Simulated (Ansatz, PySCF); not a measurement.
Lewis adduct: GaH2I (SMILES [GaH2][I]) (first 4 atoms) with H2O (SMILES O); geometry from B3LYP-D3(BJ)/def2-TZVP, rigid monomers moved along the line of their centres of mass till Ga1···O5 is 2.01 Å.
(charge 0, multiplicity 1):
```xyz
7

Ga    -0.027    -1.207     1.509
I     -0.162     1.068     0.285
H      1.396    -1.837     1.484
H     -1.411    -1.920     1.662
O     -0.006    -0.182     3.236
H      0.159     0.747     3.004
H     -0.877    -0.208     3.654
```

Counterpoise-corrected where a basis set is named; no monomer relaxation. Rows marked so take none.

Rows in STO-3G carry no dispersion term and start afresh at each structure; the Pople sets are all-electron and without relativity.

Codes used: Ansatz (Gaussian basis) for Hartree–Fock, density functionals and correlated methods; PySCF for STO-3G rows, the dispersion terms.  In def2 rows elements past Kr take small-core potentials, without spin–orbit coupling.

Q: One of these levels gives -189.9 kJ/mol for the interaction energy. Which?
A. HF/STO-3G (no counterpoise)
B. B3LYP-D3(BJ)/def2-TZVPPD
C. PBE0-D4/def2-TZVPPD
D. B3LYP/def2-TZVPPD

A: A, HF/STO-3G (no counterpoise). The others give -52.1 (B3LYP/def2-TZVPPD), -64.0 (B3LYP-D3(BJ)/def2-TZVPPD), -74.1 (PBE0-D4/def2-TZVPPD)

Ansatz is an electronic-structure program.
